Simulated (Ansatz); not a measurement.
C₃H₉NOSn (`CC(C)[O][Sn][NH2]`) at its PBE0-D4/def2-TZVP geometry, where that method's forces vanish. Charge 0, multiplicity 1. Sn takes the def2 core potential.

```xyz
15

C     1.1834   -1.4659   -0.1273
C     0.8336    0.0107   -0.0918
C     1.0134    0.6648   -1.4496
O    -0.5034    0.1613    0.3223
Sn   -1.0338    1.1332    1.9719
N    -2.9651    0.7526    1.5974
H     0.5157   -1.9883   -0.8173
H     1.0644   -1.9124    0.8625
H     2.2147   -1.6211   -0.4552
H     1.5205    0.5060    0.6182
H     0.7735    1.7292   -1.3975
H     2.0409    0.5588   -1.8076
H     0.3413    0.2010   -2.1762
H    -3.7445    1.0411    2.1659
H    -3.2547    0.2291    0.7845
```

(1) What forces (eV/Å) does ωB97M-V/def2-TZVPP give on these atoms in Ansatz? (Best estimate.)

Answers

(1) The calculation gave: 
```
C1   0.048 -0.171 -0.009
C2   0.246  0.058  0.062
C3   0.029  0.073 -0.160
O4  -0.241  0.043  0.101
Sn5 -0.061 -0.027 -0.037
N6   0.062  0.008  0.006
H7   0.038  0.046  0.042
H8   0.005  0.032 -0.065
H9  -0.070  0.013  0.022
H10 -0.055 -0.033 -0.047
H11  0.013 -0.071 -0.001
H12 -0.069  0.006  0.026
H13  0.040  0.022  0.057
H14  0.015 -0.018 -0.031
H15 -0.001  0.022  0.034
```
